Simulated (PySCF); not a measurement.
Correlation energy of Ni (nickel, neutral)

[Ar] 3d7 4s2 4p1, one real determinant (an excited configuration). Computed with PySCF 2.14 in x2c-QZVPPall with one added diffuse shell each of s, p, d, f, g type (12s8p7d5f3g, 133 functions), with the spin-free X2C one-electron Hamiltonian (Gaussian nucleus). Frozen: [Ne]; 18 electrons correlated.

MP2 pair energies summed by pair of shells (mhartree):

```tsv
pair	energy	share (%)
3p-3d	-200.24	31.2
3d-3d	-192.27	30.0
3p-3p	-58.24	9.1
3d-4s	-50.54	7.9
3s-3d	-42.61	6.6
3s-3p	-29.29	4.6
4s-4s	-18.63	2.9
3p-4s	-16.17	2.5
4s-4p	-16.00	2.5
3d-4p	-8.28	1.3
3s-3s	-4.60	0.7
3p-4p	-2.55	0.4
3s-4s	-1.91	0.3
3s-4p	-0.27	0.0
```

Total MP2 correlation energy: -641.60 mhartree.

Same-spin part -206.68 and opposite-spin part -434.92 mhartree; SCS-MP2 scales them by 1/3 and 6/5 to -590.80 mhartree.

The reference is one real determinant that mixes LS terms of this configuration.

This basis was not built for core-valence correlation, so the inner-shell part is incomplete.
